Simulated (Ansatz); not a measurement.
Consider the ligand exchange at the Si–S bond: `B[SiH2]CS[SiH3]` + `C/N=C\N` → `C/N=C/N[SiH3]` + `B[SiH2]CS`.

Computed with Ansatz on PBE0-D4/def2-TZVP structures; ΔE is electronic, products minus reactants. CBS: MP2 limit from def2 TZ/QZ plus the TZ coupled-cluster correction, frozen cores. Double bonds are as drawn, so ΔE can hold a change between cis and trans. DFT in def2-TZVPP. B3LYP here is the variant with VWN-RPA as its local correlation; programs differ in this. One conformer a species, not always the lowest.

```csv
level,ΔE (kJ/mol),difference from CCSD(T)/CBS
PBE0-D4,-1.8,6.7
B3LYP-D4,-8.8,-0.3
ωB97X-V,-9.3,-0.8
B2PLYP,-12.5,-4.0
r2SCAN,-4.8,3.7
PBE0,-3.9,4.6
B3LYP,-12.8,-4.3
HF/def2-TZVPP,-22.7,-14.2
MP2/def2-TZVPP,-10.6,-2.1
SCS-MP2/def2-TZVPP,-14.8,-6.3
CCSD(T)/def2-TZVPP,-12.1,-3.6
HF/def2-QZVPP,-23.7,-15.2
MP2/def2-QZVPP,-8.8,-0.3
SCS-MP2/def2-QZVPP,-13.0,-4.5
HF/CBS(def2),-23.9,-15.4
CCSD/CBS(def2),-11.2,-2.7
CCSD(T)/CBS,-8.5,0
```

Largest T1 diagnostic among the species: 0.013.

In def2-TZVPP, CCSD(T) changes the Hartree–Fock value by +10.6 kJ/mol (the triples alone add +2.6 kJ/mol) and MP2 by +12.2 kJ/mol. The D4 term adds +4.0 kJ/mol with B3LYP and +2.2 kJ/mol with PBE0; it sums over pairs of atoms, weighted by their polarisabilities, and B3LYP, whose exchange is more repulsive, gets the larger term.
